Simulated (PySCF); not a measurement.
C₇HFO.
Cartesian coordinates in Å at the PBE0/6-31G* level; atoms count from 1:
```xyz
10
C7HFO angstrom
O     -0.1767    3.3758    2.6117
C      0.0209    3.0976    1.4484
C      0.0357    1.7501    0.9400
C      0.0505    0.6124    0.4972
C      0.0686   -0.6454   -0.0001
C      0.0835   -1.7847   -0.4444
C      0.0993   -3.0492   -0.9338
C      0.1107   -4.1801   -1.3595
F      0.1236   -5.3671   -1.8118
H      0.2064    3.8792    0.6870
```

Method used: PBE0/6-31G* geometry optimisation, gas phase in PySCF 2.14.0.

Masses are those of the commonest isotopes; rigid-rotor values at the optimised geometry. 

(1) Give the principal moments of inertia and the rotational constants in GHz.

(2) What kind of rotor is it?

(3) What does the inertial defect say?

(4) Which types of transition are allowed, and where do some lines up to J = 2 fall?

Answers

(1) Ia = 11.49, Ib = 1425.67, Ic = 1437.16 u·Å²; 505379 MHz·u·Å²/I gives 43972, 354.5 and 351.7 MHz, that is A = 43.972, B = 0.3545, C = 0.3517 GHz.

(2) A near-prolate asymmetric top; Ray's κ = -1.000.

(3) Planar: Δ = Ic − Ia − Ib = 0.00 u·Å². For a rigid frame Δ = −2 Σ m c², so it vanishes when all atoms lie in the ab plane; here none is more than 0.01 Å from it.

(4) The dipole components are |μa| = 3.30 D, |μb| = 1.70 D, |μc| = 0.00 D; the mirror of this Cs structure is the ab plane, so μc vanishes by symmetry and there are no c-type lines. The squared components, which scale the intensities, stand as 1.00 : 0.26 (a : b). Some lines, for components of 0.1 D or more:

```
type  branch         J(Ka,Kc)     MHz  lower level (cm⁻¹)
   a       R  1(0,1) ← 0(0,0)     706               0.000
   a       R  2(1,2) ← 1(1,1)    1409               1.478
   a       R  2(0,2) ← 1(0,1)    1412               0.024
   a       R  2(1,1) ← 1(1,0)    1415               1.479
   b       Q  1(1,0) ← 1(0,1)   43620               0.024
   b       Q  2(1,1) ← 2(0,2)   43623               0.071
   b       R  1(1,1) ← 0(0,0)   44323               0.000
   b       R  2(1,2) ← 1(0,1)   45026               0.024
   b       Q  2(2,0) ← 2(1,1)  130851               1.526
   b       Q  2(2,1) ← 2(1,2)  130860               1.525
   b       R  2(2,1) ← 1(1,0)  132266               1.479
   b       R  2(2,0) ← 1(1,1)  132269               1.478
```

Stationary, but not proved a minimum. Zero-point vibration and centrifugal distortion are left out.
